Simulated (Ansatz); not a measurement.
```xyz
9

C    -0.792    0.937   -0.969
N    -0.446    0.031    0.065
Mo    0.709   -0.949    0.860
O     2.107   -0.826   -0.042
F     0.063   -2.688    0.889
Cl    1.038   -0.047    2.913
H    -1.636    0.542   -1.542
H     0.054    1.109   -1.644
H    -1.097    1.892   -0.530
```

Total charge 0; spin multiplicity 1. Mo: def2 effective core potential.

List the PBE/def2-TZVPP orbital energies in eV (Ansatz 0.2.0). (An estimate is asked.)

The calculation gave: Occupied: -2739.20, -660.07, -511.29, -381.58, -270.51, -249.76, -190.42, -190.32, -190.30, -69.07, -43.42, -43.11, -42.90, -28.81, -23.14, -21.94, -20.26, -16.32, -11.93, -11.78, -11.61, -11.37, -10.94, -10.62, -10.00, -9.97, -9.22, -9.04, -8.54, -8.09, -7.36, -6.93. Lowest empty: -3.26, -2.85, -2.31, -1.89, -0.67, -0.47, 0.31, 0.73.
